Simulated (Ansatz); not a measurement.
Relaxation of FH4SbSi (7 atoms, charge 0, multiplicity 1), to a largest force component of 0.015 eV/Å in at most 40 steps.

Method: RKS PBE-D4/def2-mTZVP (Ansatz).

```xyz
7
Properties=species:S:1:pos:R:3:forces:R:3
F -2.499 0.215 1.473 0.52 -0.58 -0.70
Sb -1.504 -0.773 -0.033 -1.74 0.22 0.45
Si 0.398 0.846 0.063 1.13 0.20 0.39
H -2.298 0.264 -1.252 0.26 -0.40 0.26
H 1.690 0.109 -0.167 -0.05 0.00 0.02
H 0.463 1.496 1.401 -0.05 -0.02 0.16
H 0.294 1.876 -0.956 -0.06 0.59 -0.58
```

Task: Where does it end, and by what steps?

Result: It converged. After 4 steps the energy has fallen by 0.164 eV; H4 moved furthest, 0.13 Å.

```
step  energy less start (eV)  largest force component (eV/Å)  accepted
   0                  0.0000                           1.743       yes
   1                 -0.1164                           0.569       yes
   2                 -0.1594                           0.126       yes
   3                 -0.1622                           0.034       yes
   4                 -0.1641                           0.013       yes
```

```xyz
7
Properties=species:S:1:pos:R:3
F -2.569 0.221 1.443
Sb -1.596 -0.766 0.027
Si 0.455 0.883 0.055
H -2.326 0.141 -1.272
H 1.710 0.108 -0.213
H 0.521 1.457 1.436
H 0.349 1.988 -0.948
```

Whether the end is a true minimum wasn't checked by a vibrational analysis.

The run took 13 s on 1 thread of Arm Neoverse V2, on a shared host, peak memory 0.12 GiB.
